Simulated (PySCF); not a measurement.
4-ethylanisole, C₉H₁₂O.
Numbering: `[CH3:1][CH2:2][c:3]1[cH:4][cH:5][c:6]([O:7][CH3:8])[cH:9][cH:10]1` (hydrogens: H11, H12, H13 on C1; H14, H15 on C2; H16 on C4; H17 on C5; H18, H19, H20 on C8; H21 on C9; H22 on C10)

The same species was optimised twice, with GFN2-xTB and with PBE0-D3(BJ)/def2-SVP (PySCF), and the same property calculations (PySCF, gas phase) were run on both structures.

```json
{"coordinate": "C6–O7 (Å)", "GFN2-xTB": "1.365", "PBE0-D3(BJ)/def2-SVP": "1.351", "change": "-0.014"}
{"coordinate": "C3–C10 (Å)", "GFN2-xTB": "1.391", "PBE0-D3(BJ)/def2-SVP": "1.403", "change": "+0.012"}
{"coordinate": "C4–C5 (Å)", "GFN2-xTB": "1.385", "PBE0-D3(BJ)/def2-SVP": "1.396", "change": "+0.011"}
{"coordinate": "C3–C4 (Å)", "GFN2-xTB": "1.386", "PBE0-D3(BJ)/def2-SVP": "1.395", "change": "+0.009"}
{"coordinate": "C9–C10 (Å)", "GFN2-xTB": "1.378", "PBE0-D3(BJ)/def2-SVP": "1.387", "change": "+0.009"}
{"coordinate": "C5–C6 (Å)", "GFN2-xTB": "1.389", "PBE0-D3(BJ)/def2-SVP": "1.398", "change": "+0.009"}
{"coordinate": "O7–C8 (Å)", "GFN2-xTB": "1.405", "PBE0-D3(BJ)/def2-SVP": "1.398", "change": "-0.007"}
{"coordinate": "C6–C9 (Å)", "GFN2-xTB": "1.395", "PBE0-D3(BJ)/def2-SVP": "1.401", "change": "+0.006"}
{"coordinate": "C1–C2 (Å)", "GFN2-xTB": "1.530", "PBE0-D3(BJ)/def2-SVP": "1.527", "change": "-0.003"}
{"coordinate": "C2–C3 (Å)", "GFN2-xTB": "1.502", "PBE0-D3(BJ)/def2-SVP": "1.506", "change": "+0.004"}
{"coordinate": "C1–C2–C3 (°)", "GFN2-xTB": "110.5", "PBE0-D3(BJ)/def2-SVP": "112.9", "change": "+2.4"}
{"coordinate": "C4–C3–C10 (°)", "GFN2-xTB": "118.2", "PBE0-D3(BJ)/def2-SVP": "117.4", "change": "-0.8"}
{"coordinate": "C5–C6–O7 (°)", "GFN2-xTB": "125.2", "PBE0-D3(BJ)/def2-SVP": "124.5", "change": "-0.7"}
{"coordinate": "C3–C10–C9 (°)", "GFN2-xTB": "121.0", "PBE0-D3(BJ)/def2-SVP": "121.6", "change": "+0.6"}
{"coordinate": "O7–C6–C9 (°)", "GFN2-xTB": "115.8", "PBE0-D3(BJ)/def2-SVP": "116.3", "change": "+0.5"}
{"coordinate": "C2–C3–C4 (°)", "GFN2-xTB": "121.0", "PBE0-D3(BJ)/def2-SVP": "121.5", "change": "+0.5"}
{"coordinate": "C3–C4–C5 (°)", "GFN2-xTB": "121.6", "PBE0-D3(BJ)/def2-SVP": "122.0", "change": "+0.4"}
{"coordinate": "C2–C3–C10 (°)", "GFN2-xTB": "120.8", "PBE0-D3(BJ)/def2-SVP": "121.1", "change": "+0.3"}
{"coordinate": "C1–C2–C3–C4 (°)", "GFN2-xTB": "89", "PBE0-D3(BJ)/def2-SVP": "89", "change": "0"}
{"coordinate": "C5–C6–O7–C8 (°)", "GFN2-xTB": "-1", "PBE0-D3(BJ)/def2-SVP": "0", "change": "+1"}
```

Rotational constants: A = 3902, B = 691.4, C = 625.0 MHz (GFN2-xTB) against A = 3888, B = 683.1, C = 617.0 MHz (PBE0-D3(BJ)/def2-SVP). Point groups within 0.08 Å: C1 and C1.

On the GFN2-xTB structure: HOMO (eV) -6.20 [PBE0/pcSseg-1]; LUMO (eV) -0.10 [PBE0/pcSseg-1]; dipole (D) 1.28 [PBE0/pcSseg-1]; GIAO shielding of C1 (ppm) 164.2 [PBE0/pcSseg-1]; GIAO shielding of C2 (ppm) 152.6 [PBE0/pcSseg-1]; GIAO shielding of C3 (ppm) 44.5 [PBE0/pcSseg-1]; GIAO shielding of C4/C10 (mean) (ppm) 52.7 [PBE0/pcSseg-1]; GIAO shielding of C5/C9 (mean) (ppm) 68.8 [PBE0/pcSseg-1]; GIAO shielding of C6 (ppm) 21.9 [PBE0/pcSseg-1]; GIAO shielding of O7 (ppm) 234.8 [PBE0/pcSseg-1]; GIAO shielding of C8 (ppm) 131.3 [PBE0/pcSseg-1].

Question: What do these properties become on the PBE0-D3(BJ)/def2-SVP structure?

Answer: 
| property | level | on GFN2-xTB | on PBE0-D3(BJ)/def2-SVP | change |
| --- | --- | --- | --- | --- |
| HOMO (eV) | PBE0/pcSseg-1 | -6.20 | -6.20 | 0.00 |
| LUMO (eV) | PBE0/pcSseg-1 | -0.10 | -0.15 | -0.05 |
| dipole (D) | PBE0/pcSseg-1 | 1.28 | 1.28 | 0.00 |
| energy, GFN2-xTB geometry as zero (kcal/mol) | PBE0/pcSseg-1 | 0.0 | -0.4 | -0.4 |
| GIAO shielding of C1 (ppm) | PBE0/pcSseg-1 | 164.2 | 163.0 | -1.2 |
| GIAO shielding of C2 (ppm) | PBE0/pcSseg-1 | 152.6 | 151.9 | -0.7 |
| GIAO shielding of C3 (ppm) | PBE0/pcSseg-1 | 44.5 | 43.4 | -1.1 |
| GIAO shielding of C4/C10 (mean) (ppm) | PBE0/pcSseg-1 | 52.7 | 49.4 | -3.3 |
| GIAO shielding of C5/C9 (mean) (ppm) | PBE0/pcSseg-1 | 68.8 | 67.2 | -1.6 |
| GIAO shielding of C6 (ppm) | PBE0/pcSseg-1 | 21.9 | 21.6 | -0.3 |
| GIAO shielding of O7 (ppm) | PBE0/pcSseg-1 | 234.8 | 235.0 | +0.2 |
| GIAO shielding of C8 (ppm) | PBE0/pcSseg-1 | 131.3 | 130.7 | -0.6 |

The heavy atoms differ by 0.024 Å rms after alignment. Among bonds between heavy atoms C6–O7 changes most (-0.014 Å). Changes are differences of the printed values. Neither structure is proved a minimum here.

The values belong to the conformer `[CH3:1][CH2:2][c:3]1[cH:4][cH:5][c:6]([O:7][CH3:8])[cH:9][cH:10]1`: C1–C2–C3–C4 89°, C5–C6–O7–C8 0°.
